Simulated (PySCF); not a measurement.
Correlation energy of Br+ (bromine, charge +1)

[Ar] 3d10 4s2 4p4, high-spin 3P determinant. All numbers are calculated (PySCF 2.14, the spin-free X2C one-electron Hamiltonian (Gaussian nucleus), in aug-cc-pVQZ-DK). Frozen: [Ar] 3d10; 6 electrons correlated.

MP2 pair energies summed by pair of shells (mhartree):

```json
{"pair": "4s-4p", "energy": "-53.66", "share (%)": "46.7"}
{"pair": "4p-4p", "energy": "-52.01", "share (%)": "45.3"}
{"pair": "4s-4s", "energy": "-9.21", "share (%)": "8.0"}
```

Total MP2 correlation energy: -114.87 mhartree.

Same-spin part -24.58 and opposite-spin part -90.30 mhartree; SCS-MP2 scales them by 1/3 and 6/5 to -116.55 mhartree.
